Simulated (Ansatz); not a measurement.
Consider the substitution at a C–C bond: `COc1ccc(C(=O)O)cc1` + `CBO` → `CBOC(=O)O` + anisole.

Isolated molecules relaxed with PBE0-D4/def2-TZVP in Ansatz; ΔE leaves out vibrations. CBS: MP2 limit from def2 TZ/QZ plus the TZ coupled-cluster correction, frozen cores. Functionals use def2-TZVPP. B3LYP here is the variant with VWN-RPA as its local correlation; programs differ in this. Each species was taken in one conformer, which may not be the lowest.

```tsv
level	ΔE (eV)
r2SCAN-D4	0.36
B3LYP	0.31
HF/def2-TZVPP	0.14
SCS-MP2/def2-TZVPP	0.36
CCSD(T)/def2-TZVPP	0.36
HF/def2-QZVPP	0.13
MP2/def2-QZVPP	0.42
CCSD/CBS(def2)	0.34
```

Q: What does CCSD(T)/CBS give? (An estimate is asked.)

A: The calculation gave: +0.38 eV. The listed levels differ from it by -0.02, -0.07, -0.24, -0.02, -0.02, -0.25, 0.04, -0.04 eV.

Largest T1 diagnostic among the species: 0.014.

In def2-TZVPP, CCSD(T) changes the Hartree–Fock value by +0.23 eV (the triples alone add +0.04 eV) and MP2 by +0.27 eV. The D4 term adds +0.05 eV with B3LYP and +0.03 eV with PBE0; it sums over pairs of atoms, weighted by their polarisabilities, and B3LYP, whose exchange is more repulsive, gets the larger term.
